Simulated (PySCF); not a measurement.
B (boron, neutral) across methods

[He] 2s2 2p1, 2P determinant. All numbers are calculated (PySCF 2.14, scalar relativity by spin-free X2C-1e, in x2c-QZVPPall with one added diffuse shell each of s, p, d, f type (8s5p4d3f1g, 73 functions)). The B2PLYP total includes its PT2 part (frozen core); its orbital energies are those of the SCF part.

```
method  E (hartree)  mean ε 2s α (eV)  mean ε 2s β (eV)  mean ε 2p α (eV)  Σ⟨r²⟩ (bohr²)   ⟨S²⟩
  BP86     -24.6591            -9.736            -8.822            -4.246          15.94  0.753
  PBE0     -24.6266           -11.114            -9.829            -5.372          15.81  0.754
r2SCAN     -24.6450            -9.948            -8.767            -4.587          15.75  0.758
   PBE     -24.6191            -9.664            -8.699            -4.168          16.01  0.753
  TPSS     -24.6757            -9.941            -8.763            -4.445          15.69  0.755
   UHF    -24.53986           -14.842           -12.146            -8.673          15.77  0.761
   LDA     -24.3626            -9.686            -8.673            -4.110          16.16  0.752
B2PLYP     -24.6444           -12.414           -10.701            -6.559          15.76  0.756
M06-2X     -24.6599           -12.390           -10.939            -6.159          15.84  0.752
```
